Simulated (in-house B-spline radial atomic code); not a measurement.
Configurations of Ni II (Ni+), with energies counted from [Ar] 3d9. Computed with a B-spline radial code for spherical atoms: non-relativistic RPBE, spin-polarised, spherical fractional occupations, point nucleus. Shells without spins written out take the highest spin.

Occupations are held fixed; configurations that lie above the ionisation limit could autoionise.

| configuration | E - E(ref) (eV) | highest orbital | its <r> (bohr) |
| --- | --- | --- | --- |
| [Ar] 3d8 4p1 | 7.7157 | 4p up | 3.198 |
| [Ar] 3d8 4d1 | 13.419 | 4d up | 5.432 |
| [Ar] 3d8 4f1 | 15.936 | 4f up | 8.566 |
| [Ne] 3s2 3p5 3d9 4d1 | 75.128 | 4d up | 5.411 |
| [Ne] 3s2 3p(2 up, 3 down) 3d(4 up, 5 down) 4d(1 up, 0 down) | 75.182 | 4d up | 5.47 |

Question: Order these further configurations by energy, lowest first.
A. [Ne] 3s2 3p(2 up, 3 down) 3d(4 up, 5 down) 4f(1 up, 0 down)
B. [Ne] 3s2 3p5 3d9 4f1
C. [Ne] 3s2 3p(3 up, 2 down) 3d(5 up, 4 down) 4s(1 up, 0 down)
D. [Ar] 3d(5 up, 3 down) 4s(1 up, 0 down)
E. [Ne] 3s2 3p5 3d10

Answer: D (2.1592 eV), E (60.908 eV), C (63.825 eV), B (77.662 eV), A (77.664 eV).

Question: How far above the reference does [Ne] 3s2 3p5 3d9 4p1 lie?

Answer: 69.41 eV; its least bound orbital is 4p up with <r> = 3.187 bohr.
